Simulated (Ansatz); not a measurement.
`C[BH][AlH][SiH2]C` at its PBE0-D4/def2-TZVP geometry, where that method's forces vanish. Total charge 0; spin multiplicity 1.

```xyz
15

C     1.7916   -2.0541   -0.6815
B     0.3833   -1.6001   -1.1723
Al   -1.2732   -1.0464    0.0373
Si   -1.4971    1.2389    0.9449
C    -0.0744    2.3930    0.4969
H     1.8744   -2.4078    0.3473
H     2.2896   -2.7578   -1.3549
H     2.3911   -1.1281   -0.7460
H     0.2754   -1.4623   -2.3673
H    -2.4365   -2.0888    0.3779
H    -1.6085    1.1737    2.4359
H    -2.7783    1.8507    0.4729
H     0.0073    2.5053   -0.5867
H    -0.2205    3.3847    0.9305
H     0.8759    1.9991    0.8651
```

**Question.** What forces (eV/Å) does r2SCAN-D4/def2-TZVPP give on these atoms in Ansatz 0.2.0? (Estimate.)

**Answer.** The calculation gave: 
```
C1   0.002 -0.024  0.005
B2  -0.067  0.022  0.009
Al3  0.008 -0.034 -0.019
Si4 -0.025 -0.013  0.009
C5   0.008  0.018  0.000
H6   0.017  0.013 -0.019
H7   0.013  0.018  0.011
H8   0.003 -0.023  0.000
H9   0.013 -0.002  0.013
H10  0.012  0.015 -0.003
H11 -0.006  0.004 -0.015
H12  0.009 -0.004  0.012
H13  0.011  0.005  0.024
H14  0.015 -0.011 -0.013
H15 -0.013  0.018 -0.014
```
